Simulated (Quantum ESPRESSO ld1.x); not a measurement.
All-electron atom: neutral iodine in [Kr] 4d10 5s2 5p5 (the NIST ground configuration). Calculated with ld1.x of Quantum ESPRESSO 7.5: Dirac Kohn-Sham, HCTH/120, spin-unpolarised, spherical densities, point nucleus; open shells are shared between the two j in proportion to 2j + 1. Some entries of the table are withheld. Estimate them.

orbital     occ.  eigenvalue (eV)  r(max) (bohr)  <1/r> (bohr^-1)
1s1/2          2         -32951.9          0.018            56.82
2s1/2          2         -5097.39          0.099            13.26
2p1/2          2         -4784.56          0.076            13.25
2p3/2          4         -4485.90          0.081            12.22
3s1/2          2         -1030.63          0.286            4.734
3p1/2          2              (1)            (2)            4.646
3p3/2          4              (3)            (4)            4.392
3d3/2          4         -616.595          0.229            4.249
3d5/2          6         -604.706          0.233            4.183
4s1/2          2         -181.554          0.680            1.904
4p1/2          2         -136.237            (5)            1.794
4p3/2          4         -125.240            (6)            1.712
4d3/2          4         -52.2856          0.772            1.461
4d5/2          6         -50.5523          0.779            1.440
5s1/2          2              (7)           1.71           0.6685
5p1/2    1.66667          -7.8742           1.95           0.5462
5p3/2    3.33333          -6.8602           2.05           0.5165

Answer. 
(1) 3p1/2 eigenvalue (eV): -901.110
(2) 3p1/2 r(max) (bohr): 0.273
(3) 3p3/2 eigenvalue (eV): -844.766
(4) 3p3/2 r(max) (bohr): 0.282
(5) 4p1/2 r(max) (bohr): 0.696
(6) 4p3/2 r(max) (bohr): 0.725
(7) 5s1/2 eigenvalue (eV): -17.5474
